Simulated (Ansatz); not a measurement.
System: sum formula WO2F (charge 0, doublet). The spin state was set by rule; other spins were not relaxed. SMILES of the parent species: [O]=[W](=[O])[F]
Coordinates optimised at B3LYP-D3(BJ)/def2-TZVP (Ansatz, a program for electronic structure):
```xyz
4

W      0.0371     0.0530     0.0500
O      1.5176    -0.5510    -0.5574
O     -0.5169    -0.9189     1.3438
F     -1.1946     0.8711    -1.1097
```
Charge 0, spin multiplicity 2.

Parts of the frozen-core correlation energy in def2-TZVPP (Ansatz, hartree). Frozen orbitals: 7; correlated occupied orbitals by spin: 13 and 12; virtual: 129 and 130. UHF or UKS for open shells. No spin-orbit coupling. In def2 rows, elements after Kr have scalar-relativistic effective core potentials.

| term | value |
|---|---|
| reference (HF) | -315.76974 |
| MP2 opposite-spin | … |
| MP2 same-spin | … |
| CCSD correlation | -0.91863 |
| (T) | … |
| T1 diagnostic | 0.040 |
| largest doubles amplitude | 0.045 |
| <S^2> of the reference | 0.951 |

### Question
What belongs in the gaps?

### Answer

- MP2 opposite-spin, value: -0.67636
- MP2 same-spin, value: -0.27750
- (T), value: -0.05187
